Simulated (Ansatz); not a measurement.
WNF₃⁻. Charge -1, multiplicity 2. Geometry PBE0-D4/def2-SVP, that of the neutral singlet.

```csv
atom,x (Å),y (Å),z (Å)
W1,-0.035,0.030,-0.046
N2,0.851,-0.731,1.119
F3,-0.225,-1.261,-1.370
F4,1.024,1.481,-0.528
F5,-1.614,0.482,0.826
```

In the def2 sets W takes a core potential; there is no spin–orbit coupling. At PBE-D4/def2-TZVPD, r2SCAN-D4/def2-TZVPD, PBE0-D4/def2-TZVPD the highest occupied level of the charge -1 doublet lies above zero (up to 2.87 eV). By energy differences its removal costs 0.18 eV (vertical, to the charge 0 singlet, at r2SCAN-D4/def2-TZVPD); a positive level beside a positive removal energy at the same level points to self-interaction error. At PBE-D4/def2-TZVPD the gap within one spin of the charge -1 doublet nearly closes, so an electron or hole may be smeared out by delocalisation error.

Estimate the α-spin orbital energies around the gap (eV) in Ansatz with PBE-D4/def2-TZVPD, r2SCAN-D4/def2-TZVPD, PBE0-D4/def2-TZVPD.


| orbital | PBE-D4/def2-TZVPD | r2SCAN-D4/def2-TZVPD | PBE0-D4/def2-TZVPD |
| --- | --- | --- | --- |
| HOMO−5 | -5.25 | -5.22 | -6.71 |
| HOMO−4 | -5.11 | -5.09 | -6.70 |
| HOMO−3 | -1.98 | -1.72 | -2.75 |
| HOMO−2 | -1.93 | -1.65 | -2.73 |
| HOMO−1 | -1.89 | -1.62 | -2.62 |
| HOMO | 2.56 | 2.87 | 1.79 |
| LUMO | 2.62 | 3.37 | 3.53 |
| LUMO+1 | 2.72 | 3.45 | 4.01 |
| LUMO+2 | 3.48 | 4.08 | 4.12 |
| LUMO+3 | 3.51 | 4.22 | 4.26 |
| LUMO+4 | 3.55 | 4.29 | 4.58 |
| LUMO+5 | 4.80 | 5.52 | 5.86 |
| β HOMO | -1.84 | -1.50 | -2.54 |
| β LUMO | 2.94 | 3.56 | 3.63 |
